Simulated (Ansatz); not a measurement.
Task: Predict a relaxed structure of GeHMe2(nBu) (C₆H₁₆Ge), charge 0, singlet, at r2SCAN-D4/def2-SVP (Ansatz).

Result: 
Cartesian coordinates in Å:
```
C 0.730 -0.545 -3.117
C 0.154 -2.753 -0.871
C 0.218 0.361 -0.082
C -0.508 0.144 1.248
C -0.083 1.098 2.370
C -0.381 2.568 2.090
Ge -0.263 -0.938 -1.477
H -1.781 -0.833 -1.757
H 0.469 -1.258 -3.915
H 1.814 -0.616 -2.935
H 0.507 0.471 -3.479
H -0.073 -3.487 -1.660
H -0.432 -3.020 0.021
H 1.223 -2.838 -0.620
H 1.313 0.303 0.067
H 0.015 1.370 -0.482
H -1.600 0.237 1.091
H -0.344 -0.894 1.591
H -0.591 0.795 3.303
H 1.000 0.969 2.560
H -0.112 3.202 2.950
H 0.180 2.943 1.219
H -1.455 2.723 1.884
```
 This is one stationary point.

Another isomer (singlet) lies 0.22 eV lower at PBE0-D4/def2-TZVP; other spin states weren't run for this one.
